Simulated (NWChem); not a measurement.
C₄H₄FN; SMILES C/C(C#N)=C\F

Q: Give the equilibrium geometry at PBE0/def2-SVP (NWChem) as an XYZ file, with the point group.

A: point group Cs; any orientation.
```
10

C      1.6281    -0.1796     0.0000
C      0.1534     0.0965     0.0000
C     -0.2966     1.4544     0.0000
N     -0.6297     2.5657     0.0000
C     -0.7867    -0.8612     0.0000
F     -0.4710    -2.1428     0.0000
H      1.8133    -1.2609     0.0000
H      2.1065     0.2619     0.8875
H      2.1065     0.2619    -0.8875
H     -1.8640    -0.6750     0.0000
```
